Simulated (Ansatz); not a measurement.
`F[SiH2]N[SiH2]Cl`. Charge 0, multiplicity 1.

```xyz
10

F    -1.352    1.224   -1.803
Si   -0.758    1.334   -0.324
N    -0.479   -0.201    0.384
Si    0.960   -1.136    0.356
Cl    0.968   -2.544   -1.144
H     0.541    2.032   -0.423
H    -1.769    2.064    0.471
H    -1.296   -0.670    0.752
H     1.096   -1.887    1.622
H     2.089   -0.215    0.109
```

Task: Give the diagnostics of a CCSD(T)/def2-TZVPP run (frozen core, Ansatz). (Best estimate.)

Result: Computed: T1 = 0.0107, largest single amplitude 0.017, largest double 0.017, (T) share of the correlation energy 3.4 %, 9 CCSD cycles. The RHF solution is stable towards an unrestricted one. T1 lies under the customary mark of 0.02 for closed shells.
